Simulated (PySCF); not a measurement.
C3H7BeBr.

```xyz
12

Be    -0.2089    -0.2000     0.0000
Br     1.7454     0.0270     0.0000
C     -1.8822    -0.4002     0.0000
C     -2.5454     0.1578     1.2657
C     -2.5454     0.1578    -1.2657
H     -2.0400    -1.4993     0.0000
H     -3.6327    -0.0395     1.2704
H     -2.4219     1.2513     1.3421
H     -2.1320    -0.2814     2.1879
H     -2.1320    -0.2814    -2.1879
H     -3.6327    -0.0395    -1.2704
H     -2.4219     1.2513    -1.3421
```
Charge 0, spin multiplicity 1.

Geometry: PBE0-D3(BJ)/def2-SVP. One conformer was computed; it need not be the lowest.

The numbers are results of KT2/pcSseg-1 (PySCF), not measurements. Non-relativistic, no solvent.

**Question.** Give the absolute GIAO shielding of each atom: isotropic value and principal components (ppm). (An estimate is asked for; the answer gives what the named calculation found.)

**Answer.** 
```csv
atom,σ(iso),σ11,σ22,σ33,span
Be1,87.9,49.0,50.1,164.8,115.8
Br2,2608.0,2352.5,2372.5,3099.0,746.4
C3,167.9,163.2,164.4,176.0,12.8
C4,162.9,147.1,156.3,185.2,38.1
C5,162.9,147.1,156.3,185.2,38.1
H6,30.7,27.2,29.2,35.5,8.3
H7,30.1,26.4,27.6,36.4,10.1
H8,30.2,26.6,28.6,35.4,8.8
H9,29.8,25.3,28.1,36.0,10.7
H10,29.8,25.3,28.1,36.0,10.7
H11,30.1,26.4,27.6,36.4,10.1
H12,30.2,26.6,28.6,35.4,8.8
```
